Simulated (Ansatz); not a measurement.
`B[CH2][GeH2][Cl]` + NH₃ → `[NH2][GeH2][Cl]` + `BC` at 700 K and 1 bar (ligand exchange at a Ge–C bond).

Program: Ansatz. Geometries: PBE0-D4/def2-TZVP. ΔE: electronic, gas phase. CCSD(T)/CBS adds triple-zeta CCSD(T) − MP2 to the extrapolated MP2 energy (def2 sets, frozen cores). This one scheme is used for every species. For Ge outer-core shells are correlated without core-valence functions, which leaves a few kJ/mol of doubt a bond. Scalar relativity is left out up to krypton. One conformer a species, not always the lowest.

| species | CCSD(T)/CBS energy (Eh) | H − E (kJ/mol) | S (J/(mol·K)) |
| --- | --- | --- | --- |
| `B[CH2][GeH2][Cl]` | -2602.37417 | 246.1 | 463.8 |
| NH₃ | -56.50880 | 116.9 | 226.5 |
| `[NH2][GeH2][Cl]` | -2593.05183 | 169.8 | 389.6 |
| `BC` | -65.83255 | 189.6 | 311.0 |

H − E and S are ideal-gas, rigid-rotor, harmonic terms from PBE0-D4/def2-TZVP, for one conformer and one mirror image of each species. 1 Eh = 2625.50 kJ/mol, R = 8.31446 J/(mol·K).

Q: By hand: ΔE, ΔH, ΔS and ΔG.

A: ΔE = (-2593.05183) + (-65.83255) − (-2602.37417) − (-56.50880) = -0.00141 Eh = -3.7 kJ/mol. Δ(H − E) = 169.8 + 189.6 − 246.1 − 116.9 = -3.6, so ΔH = -7.3 kJ/mol. ΔS = 389.6 + 311.0 − 463.8 − 226.5 = 10.3 J/(mol·K). ΔG = -7.3 − 700 × (10.3)/1000 = -14.5 kJ/mol.

Q: By hand: the equilibrium constant, and the temperature at which ΔG would vanish if ΔH and ΔS stayed fixed.

A: log₁₀ K = −ΔG/(RT ln 10) = 1.1. ΔH and −TΔS have one sign here, so there is no such temperature.

TΔS isn't small against ΔH here. A doubt of 5 kJ/mol in ΔE shifts log₁₀ K by 0.4 here. Other conformers and mirror images would add mixing entropy, several J/(mol·K) or more a flexible species. Modes under 60 cm⁻¹, often nearly free rotors, make the harmonic entropy too high. These are equilibria of isolated gas molecules and say nothing of rates. Largest T1 diagnostic: 0.010 (customary marks: 0.02 for closed shells, 0.045 for open ones).

ΔS is within the doubt of such terms, so its sign, and with it that verdict, could turn.
